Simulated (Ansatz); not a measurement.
C30H16⁻, that is terrylene with one electron more. Charge -1, multiplicity 2. Geometry r2SCAN-D4/def2-SVP, that of the neutral singlet; atoms count from 1.

Cartesian coordinates in Å:
```
C 4.5717 -0.2706 -3.2259
C 5.2478 0.7205 -2.5409
C 4.6427 1.3623 -1.4305
C 5.3226 2.3815 -0.7162
C 4.7189 2.9967 0.3634
C 3.4267 2.6201 0.7652
C 2.7085 1.6211 0.0982
C 1.3595 1.2218 0.5103
C 0.7145 1.8190 1.5974
C -0.5661 1.4436 1.9916
C -1.2838 0.4468 1.3242
C -2.6331 0.0549 1.7429
C -3.2799 0.6545 2.8295
C -4.5726 0.2723 3.2245
C -5.2482 -0.7197 2.5403
C -4.6427 -1.3623 1.4305
C -5.3224 -2.3818 0.7166
C -4.7186 -2.9973 -0.3629
C -3.4264 -2.6207 -0.7646
C -2.7083 -1.6216 -0.0977
C -1.3592 -1.2223 -0.5099
C -0.7139 -1.8201 -1.5964
C 0.5666 -1.4445 -1.9908
C 1.2840 -0.4470 -1.3241
C 2.6329 -0.0545 -1.7433
C 3.2791 -0.6530 -2.8309
C 3.3196 0.9738 -1.0226
C 0.6637 0.1945 -0.2043
C -0.6636 -0.1947 0.2045
C -3.3195 -0.9739 1.0227
H 5.0387 -0.7655 -4.0823
H 6.2547 1.0249 -2.8415
H 6.3287 2.6683 -1.0363
H 5.2436 3.7826 0.9142
H 2.9861 3.1309 1.6227
H 1.2132 2.6048 2.1665
H -1.0055 1.9544 2.8495
H -2.7815 1.4422 3.3964
H -5.0399 0.7679 4.0803
H -6.2551 -1.0242 2.8410
H -6.3285 -2.6686 1.0367
H -5.2431 -3.7835 -0.9134
H -2.9859 -3.1314 -1.6223
H -1.2122 -2.6065 -2.1650
H 1.0062 -1.9558 -2.8484
H 2.7801 -1.4396 -3.3988
```

Single mean-field runs in def2-TZVP are fitted with def2-universal-jkfit.

**Question.** Estimate the Mulliken populations of the heavy atoms from the PBE0/def2-TZVP orbitals of Ansatz.

**Answer.** 
```csv
atom,charge (e),spin (α − β)
C1,-0.10,-0.06
C2,-0.27,0.15
C3,0.22,-0.06
C4,-0.27,0.15
C5,-0.10,-0.06
C6,-0.23,0.16
C7,0.10,-0.04
C8,0.17,0.08
C9,-0.32,0.04
C10,-0.32,0.04
C11,0.17,0.08
C12,0.10,-0.04
C13,-0.23,0.16
C14,-0.10,-0.06
C15,-0.27,0.15
C16,0.22,-0.06
C17,-0.27,0.15
C18,-0.10,-0.06
C19,-0.23,0.16
C20,0.10,-0.04
C21,0.17,0.08
C22,-0.32,0.04
C23,-0.32,0.04
C24,0.17,0.08
C25,0.10,-0.04
C26,-0.23,0.16
C27,-0.06,0.02
C28,0.09,-0.04
C29,0.09,-0.04
C30,-0.06,0.02
```
Mulliken values depend strongly on the basis.

**Question.** Where does the spin sit?

**Answer.** Summed by element: C 1.07, H -0.07, of 1 unpaired in all. Largest on single atoms: C26 0.16, C19 0.16, C6 0.16.

**Question.** And the Mayer bond orders between heavy atoms (over 0.3)?

**Answer.** C1–C2 1.45 (1.38 Å); C1–C26 1.35 (1.40 Å); C2–C3 1.22 (1.42 Å); C3–C4 1.22 (1.42 Å); C3–C27 1.26 (1.44 Å); C4–C5 1.45 (1.38 Å); C5–C6 1.35 (1.40 Å); C6–C7 1.40 (1.40 Å); C7–C8 1.09 (1.47 Å); C7–C27 1.23 (1.43 Å); C8–C9 1.26 (1.40 Å); C8–C28 1.25 (1.43 Å); C9–C10 1.52 (1.39 Å); C10–C11 1.26 (1.40 Å); C11–C12 1.09 (1.47 Å); C11–C29 1.25 (1.43 Å); C12–C13 1.40 (1.40 Å); C12–C30 1.23 (1.43 Å); C13–C14 1.35 (1.40 Å); C14–C15 1.45 (1.38 Å); C15–C16 1.22 (1.42 Å); C16–C17 1.22 (1.42 Å); C16–C30 1.26 (1.44 Å); C17–C18 1.45 (1.38 Å); C18–C19 1.35 (1.40 Å); C19–C20 1.40 (1.40 Å); C20–C21 1.09 (1.47 Å); C20–C30 1.23 (1.43 Å); C21–C22 1.26 (1.40 Å); C21–C29 1.25 (1.43 Å); C22–C23 1.52 (1.39 Å); C23–C24 1.26 (1.40 Å); C24–C25 1.09 (1.47 Å); C24–C28 1.25 (1.43 Å); C25–C26 1.40 (1.40 Å); C25–C27 1.23 (1.43 Å); C28–C29 1.20 (1.44 Å).
